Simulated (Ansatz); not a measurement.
```yaml
crystal:
  periodic: [false, false, false]
  atoms:
    - {symbol: F, position_ang: [-1.825986, 2.974762, 1.456426]}
    - {symbol: Zn, position_ang: [-0.984616, 1.605640, 0.787962]}
    - {symbol: N, position_ang: [-0.107521, 0.179550, 0.092115]}
    - {symbol: Si, position_ang: [-0.362988, -1.369262, 0.812534]}
    - {symbol: Si, position_ang: [0.939010, 0.441149, -1.256745]}
    - {symbol: H, position_ang: [-0.933515, -2.341705, -0.160141]}
    - {symbol: Xx, position_ang: [0.903864, -1.946376, 1.340965]}
    - {symbol: H, position_ang: [-1.320942, -1.208118, 1.942974]}
    - {symbol: H, position_ang: [0.907830, 1.891263, -1.599863]}
    - {symbol: H, position_ang: [0.506691, -0.339603, -2.448705]}
    - {symbol: H, position_ang: [2.343472, 0.055600, -0.946823]}
basis:
  gaussian: {orbitals: def2-TZVP}
hamiltonian: {xc: {name: HF}}
correlation: {method: mp2}
scf: {lower_state_search: light}
output: {forces: true}
```

```sh
$ ansatz run in.yaml --threads 4 --pin off --events-out ev --progress --plain --max-ram 11315MiB
```

It prints (some lines left out):

```
Error: YAML parse error: error: line 10 column 16: `Xx` is not an element symbol (H … Og, case-exact)
 8 |     - {symbol: Si, position_ang: [0.939010, 0.441149, -1.256745]}
 9 |     - {symbol: H, position_ang: [-0.933515, -2.341705, -0.160141]}
10 |     - {symbol: Xx, position_ang: [0.903864, -1.946376, 1.340965]}
11 |     - {symbol: H, position_ang: [-1.320942, -1.208118, 1.942974]}
12 |     - {symbol: H, position_ang: [0.907830, 1.891263, -1.599863]}
```

Task: What is wrong with this run?

Result: An element symbol is wrong. The input was rejected before any iteration.
